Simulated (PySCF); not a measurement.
CBr₃, SMILES Br[C](Br)Br (connectivity only; charge and spin as stated), charge +1, multiplicity 1. Atoms are numbered in the order given.

```xyz
4

Br    -1.8176     0.0000     0.0000
C      0.0000     0.0000     0.0000
Br     0.9088    -1.5741     0.0000
Br     0.9088     1.5741     0.0000
```
Charge +1, spin multiplicity 1.

Geometry optimised at TPSSh-D3(BJ)/def2-SVP. The multiplicity is an assumed one; no other spin state was optimised. The isomer is the one that the SMILES or the coordinates give; other isomers of the formula were not compared.

Two levels are set side by side: PBE/pcSseg-1 (PySCF) and HF/pcSseg-1 (PySCF). GIAO shifts against TMS (¹³C) at the same level; non-relativistic, no solvent, atoms listed together averaged. Without spin–orbit terms, shifts of atoms bonded to Cl or Br come out too high at both levels. Differences are taken from unrounded values.

```tsv
quantity	HF
δ(¹³C) of C2 (ppm)	383.4
```

Problem. What does PBE give, and how far is it from HF? (Estimate from the structure and the level; the computed values follow.)

Solution. 
```
quantity              PBE  PBE minus HF
------------------  -----  ------------
δ(¹³C) of C2 (ppm)  283.5         -99.9
```

Rough cost on one machine, each run with all the roots and properties that it gave: HF against PBE within a factor of 2.
